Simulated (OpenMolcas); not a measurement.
## Si+: thermal populations, the spin-orbit constant, worked from levels

| Quantity | Value |
| --- | --- |
| Program | OpenMolcas |
| Basis | ANO-RCC-VTZP [5s4p2d1f] |
| Scalar Hamiltonian | DKH2, point nucleus |
| Active space | 3 electrons in 9 orbitals (RAS2 3s 3p; RAS3 3d, at most 2 electrons) |
| State averaging | 2S+1 = 4 odd, 1 root; 2S+1 = 2 odd, 8 roots; 2S+1 = 4 even, 3 roots; 2S+1 = 2 even, 9 roots |
| Spin-orbit coupling | RASSI with atomic mean-field integrals over the reference wave functions, term energies averaged over their components |

Methods: RASSCF; SS-RASPT2, IPEA 0.25 Eh, imaginary shift 0.1 Eh (closed shells correlated: 2s 2p). Measured levels: NIST Handbook of Basic Atomic Spectroscopic Data.

**Thermal populations.** Z = Σ (2J + 1) exp(-E/kT) with k = 0.695035 cm-1/K, over the levels below. No other level of either list lies under 65500 cm-1, which is above 7 kT at each temperature.

| Level | 2J + 1 | SS-RASPT2 | measured |
| --- | --- | --- | --- |
| 3s2 3p 2P* 1/2 | 2 | 0.0 | 0.0 |
| 3s2 3p 2P* 3/2 | 4 | 250 | 287 |
| 3s 3p2 4P 1/2 | 2 | 41484 | 42824 |
| 3s 3p2 4P 3/2 | 4 | 41572 | 42933 |
| 3s 3p2 4P 5/2 | 6 | 41717 | 43108 |
| 3s 3p2 2D 3/2 | 4 | 54851 | 55309 |
| 3s 3p2 2D 5/2 | 6 | 54858 | 55325 |

```csv
T (K),"Z, SS-RASPT2","Z, measured levels","Ground level (%), SS-RASPT2","Ground level (%), measured levels"
5000,5.722,5.683,35.0,35.2
8000,5.831,5.805,34.3,34.5
12000,5.977,5.947,33.5,33.6
```

At 12000 K, kT = 8340 cm-1, and the computed levels give Z = 2.000 + 3.882 + 0.014 + 0.027 + 0.040 + 0.006 + 0.008 = 5.977.

**The spin-orbit constant.** For the Hund term 2P* of p1, E(J) = (A/2) J(J+1) + constant and ζ = 2S·A = A. From J = 1/2 to J = 3/2 the energy changes by 1.5 A.

```
   Source  E(3/2) - E(1/2)      A    ζ
   RASSCF            249.8  166.5  167
SS-RASPT2            249.8  166.5  167
 measured            287.2  191.5  191
```

All in cm-1. SS-RASPT2 is off by -13.0 % and RASSCF by -13.0 %. Both methods take the spin-orbit matrix elements from the reference wave functions, so the second can move ζ only through the term energies and any multistate remixing.

The run also gave levels led by 3s 3p 3d, which use shells meant for correlation; these and all levels above them are left out. Some terms mix strongly with configurations of 3d, whose occupation reaches 0.26 (3s 3p2 2D). Without dynamic correlation excited terms often stand tens of per cent too high (terms of higher spin than the ground term too low), and those without a measured partner can miss by more than the paired ones (holds for RASSCF). Measured partners are found by configuration, term and J. A level has none where our copy of the source lacks it or the pairing is in doubt (some pairs that miss far off the trend of their configuration count as doubtful), and it then counts in no deviation. Levels of configurations outside the active space are missing.

* marks odd parity.
